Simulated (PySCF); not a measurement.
# MgGe at ROHF-MP2

Computed with ROHF-MP2; basis Mg aug-pcseg-1, Ge aug-pcseg-1; no relativity; PySCF 2.14.

```json
{"state": "³Σ⁻ (triplet), unpaired electrons π ↑↑", "bond length": "2.647 Å", "harmonic wavenumber": "235 cm⁻¹", "force constant": "0.588 mdyn/Å", "rotational constant Be": "0.1329 cm⁻¹", "anharmonicity ωexe": "2.23 cm⁻¹", "vibration–rotation constant αe": "0.00131 cm⁻¹", "well depth De to Mg + Ge": "0.75 eV", "dissociation energy D0": "0.73 eV"}
```

Correlated steps freeze 10 core orbitals. Correlated levels converge slowly with the basis: in double zeta they bind strong bonds too weakly, by up to about 1 eV, and carry superposition errors of some tenths. Spin–orbit coupling is left out. The state is the lowest determinant that a PBE0 search found; another state may lie lower at other levels.
